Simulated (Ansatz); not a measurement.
H6O2SSi2 (`O[SiH2]O[SiH2]S`). Total charge 0; spin multiplicity 1.

```tsv
atom	x (Å)	y (Å)	z (Å)
O1	-2.095	-0.277	-0.055
Si2	-1.062	0.094	-1.268
O3	0.361	0.679	-0.693
Si4	1.522	0.273	0.376
S5	0.757	-0.924	1.980
H6	-1.788	-0.929	0.581
H7	-0.752	-1.102	-2.093
H8	-1.710	1.159	-2.057
H9	2.106	1.521	0.913
H10	2.545	-0.589	-0.259
H11	0.116	0.097	2.574
```

Question: List the harmonic frequencies (cm⁻¹, unscaled) at PBE0-D4/def2-TZVP in Ansatz. (Estimate.)

Answer: The calculation gave: 48, 64, 82, 189, 247, 327, 411, 496, 519, 623, 669, 740, 761, 795, 862, 879, 926, 944, 970, 985, 1096, 2223, 2250, 2262, 2283, 2706, 3873.

Question: Is this a minimum?

Answer: Yes, all 27 modes are real.

Question: Give the ideal-gas thermochemistry at 298.15 K and 1 bar (rigid rotor, harmonic oscillator; point group C1, symmetry number 1).

Answer: Zero-point energy 168.8 kJ/mol; H(298) − E = 193.1 kJ/mol; entropy 382.8 J/(mol·K), of which translation 169.2, rotation 118.0, vibration 95.6; G(298) − E = 79.0 kJ/mol. Modes under 100 cm⁻¹ are hindered rotations or soft bends, so the harmonic entropy is rough.
